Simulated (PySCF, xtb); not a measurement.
CH6N, SMILES [NH3+]C, charge +1.

The structure is a stationary point at PBE0-D3(BJ)/def2-TZVP. The isomer is the one that the SMILES or the coordinates give; other isomers of the formula were not compared.

Level of theory: C-PCM-ωB97X/def2-SVP in PySCF.

The values are the electrostatic part of the solvation free energy, E(continuum) − E(gas) at the gas-phase geometry, in a cavity of scaled van der Waals radii (PySCF's table); cavitation and dispersion terms are not included. In vacuum the orbital gap is 17.33 eV.

Computed values in water (ε = 78.36), diethylether (ε = 4.24), acetonitrile (ε = 35.69):
| solvent | ε | ΔG(elec) (kcal/mol) | gap (eV) |
|---|---|---|---|
| water | 78.36 | -73.4 | 17.75 |
| diethylether | 4.24 | -56.7 | 17.65 |
| acetonitrile | 35.69 | -72.3 | 17.74 |

For comparison, GFN2-xTB/ALPB(water) (xtb, at the GFN2-xTB geometry, all terms of that model) gives -74.4 kcal/mol.
